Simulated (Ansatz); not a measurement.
Two structures of CH₆SSn, singlet, reached by relaxing down either side of one saddle point (PBE0-D4/def2-TZVP). Energies are electronic, without zero-point energy. Program: Ansatz 0.2.0. Basis: def2-TZVPP and def2-QZVPP. Cores are frozen in the correlated methods. Filled d shells of the heavier atoms are correlated. Core potentials replace the inner electrons of the atoms past krypton. The def2 sets are not built for correlating such inner shells, so the correlated values are less sure here. Extrapolation: Hartree–Fock as exp(−7.88 √X), correlation as X^−2.97. First:

| atom | x (Å) | y (Å) | z (Å) |
| --- | --- | --- | --- |
| Sn1 | -0.0780 | -0.7244 | 0.5286 |
| C2 | -0.1691 | 1.3692 | 0.1183 |
| S3 | 1.2867 | -1.8030 | -1.1424 |
| H4 | 0.4279 | -1.5426 | -2.1417 |
| H5 | 0.7182 | -1.0593 | 1.9999 |
| H6 | -1.6367 | -1.4276 | 0.5022 |
| H7 | 0.8405 | 1.7788 | 0.1071 |
| H8 | -0.7580 | 1.8770 | 0.8831 |
| H9 | -0.6315 | 1.5320 | -0.8551 |

Second:

| atom | x (Å) | y (Å) | z (Å) |
| --- | --- | --- | --- |
| Sn1 | 0.0459 | -1.7465 | 0.7232 |
| C2 | -0.0492 | 1.4228 | -0.5457 |
| S3 | 0.6835 | -2.9145 | -1.0313 |
| H4 | 0.2510 | 0.7245 | -1.3277 |
| H5 | 1.0962 | -1.0600 | 1.8865 |
| H6 | -1.5776 | -1.4306 | 1.1615 |
| H7 | 0.6729 | 1.4041 | 0.2723 |
| H8 | -1.0451 | 1.1701 | -0.1780 |
| H9 | -0.0776 | 2.4302 | -0.9608 |

(1) Which bonds change from the first to the second?

(2) Give the saddle point's structure and its height above each. (To be estimated.)

The T1 diagnostic stays at or below 0.019.

## Answers

(1) CH₆SSn ([CH3][SnH2][SH]) → SnH₂S ([S][SnH2]) + CH₄; bonds formed: C2–H4; bonds broken: Sn1–C2, S3–H4.

(2) Computed: 2.476 eV above the first and 1.612 eV above the second (CCSD(T) at an estimated basis limit (MP2 extrapolated from triple and quadruple zeta, plus CCSD(T) − MP2 in triple zeta)).
```json
{"atom": "Sn1", "x (Å)": "-0.0107", "y (Å)": "-1.1567", "z (Å)": "0.6231"}
{"atom": "C2", "x (Å)": "-0.0645", "y (Å)": "1.0347", "z (Å)": "-0.2830"}
{"atom": "S3", "x (Å)": "0.6513", "y (Å)": "-1.7913", "z (Å)": "-1.4914"}
{"atom": "H4", "x (Å)": "0.2891", "y (Å)": "-0.0891", "z (Å)": "-1.0192"}
{"atom": "H5", "x (Å)": "1.0825", "y (Å)": "-0.9433", "z (Å)": "1.9219"}
{"atom": "H6", "x (Å)": "-1.6183", "y (Å)": "-1.3157", "z (Å)": "1.1877"}
{"atom": "H7", "x (Å)": "0.6338", "y (Å)": "1.5238", "z (Å)": "0.3980"}
{"atom": "H8", "x (Å)": "-1.1023", "y (Å)": "1.2861", "z (Å)": "-0.0579"}
{"atom": "H9", "x (Å)": "0.1391", "y (Å)": "1.4516", "z (Å)": "-1.2792"}
```

Labels in which every atom is bracketed show which atoms are joined, not bond orders.

For scale, one of the runs: CCSD(T)/def2-TZVPP, 207 basis functions, launched by `ansatz run in.yaml --threads 4 --pin off --events-out ev --progress --plain --max-ram 9574MiB`. Time: 99 s of wall clock on 4 CPU threads of an Intel Xeon; the host was shared. Peak host memory: 2.9 GiB.
